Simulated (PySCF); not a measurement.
This PySCF input asks for the NMR shieldings of `O=C=N[Si](Cl)(Cl)N=C=O`, C2Cl2N2O2Si; the geometry comes from PBE0-D3(BJ)/def2-SVP.

```python
import basis_set_exchange as bse
import numpy as np
from pyscf import gto, dft
from pyscf.prop import nmr

atoms = """
Si   -0.630855   -0.071429   -0.483927
N    -0.696645    0.047481    1.199183
C    -0.790841    0.121818    2.392881
O    -0.876146    0.194629    3.549914
N     0.980954   -0.053461   -0.986951
C     2.092924   -0.019471   -1.436022
O     3.174280    0.012106   -1.860928
Cl   -1.609325    1.507874   -1.319459
Cl   -1.511618   -1.808995   -1.080349
"""
names = dict.fromkeys(["Si", "N", "C", "O", "Cl"], "pcSseg-1")
basis = {el: gto.basis.parse(bse.get_basis(n, elements=[el], fmt="nwchem")) for el, n in names.items()}
mol = gto.M(atom=atoms, basis=basis, charge=0, verbose=0)
mf = dft.RKS(mol, xc="PBE0")
mf.grids.level = 2
mf.grids.alignment = dft.numint.BLKSIZE   # the property module wants whole blocks of grid points
mf.conv_tol = 1e-9
mf.kernel()

calc = nmr.RKS(mf)   # GIAO
C = mf.mo_coeff
Co = C[:, mf.mo_occ > 0]
resp = mf.gen_response(singlet=True, hermi=2)
def vind(x):   # induced exchange potential for any number of trial vectors
    d = np.einsum("pi,xij,qj->xpq", C, 2 * x.reshape(-1, C.shape[1], Co.shape[1]), Co, optimize=True)
    return np.einsum("xpq,pi,qj->xij", resp(d - d.transpose(0, 2, 1)), C, Co, optimize=True).ravel()
mo1, _ = nmr.rhf.solve_mo1(calc, with_cphf=vind)
sigma = calc.kernel(mo1)
for i, s in enumerate(sigma):   # ppm
    print("%2d %-2s %9.2f" % (i, mol.atom_pure_symbol(i), np.trace(s) / 3))
```

Question: Give the expected output.

Answer: 
```
 0 Si    424.60
 1 N     207.81
 2 C      61.13
 3 O     180.61
 4 N     207.43
 5 C      61.01
 6 O     180.38
 7 Cl    808.51
 8 Cl    809.40
```

These numbers come from an equivalent density-fitted implementation of the same equations, which agrees with the script to about 0.01 ppm for H and up to a few tenths of a ppm for heavy atoms, so last digits may differ.

Question: Turn these shieldings into chemical shifts. Referencing at the same level of theory: ²⁹Si (σref 351.99), ¹³C (σref 184.41) against TMS; ¹⁵N (σref 265.67) vs NH3; H2O for ¹⁷O (σref 334.56); ³⁵Cl (σref 943.27) vs HCl.

Answer: Averaging equivalent atoms: Si 0: -72.6; N 1/4: 58.1; C 2/5: 123.3; O 3/6: 154.1; Cl 7/8: 134 ppm. Experimental scales use liquid or dissolved standards, which lie at an offset from isolated NH3 (liquid NH3: subtract about 20 ppm) and H2O (liquid H2O: subtract about 36 ppm).

Size and cost of the density-fitted run: 174 basis functions, 49 s wall time on 1 thread of an Intel Xeon Platinum 8259CL, shared host; peak memory 1 GiB.
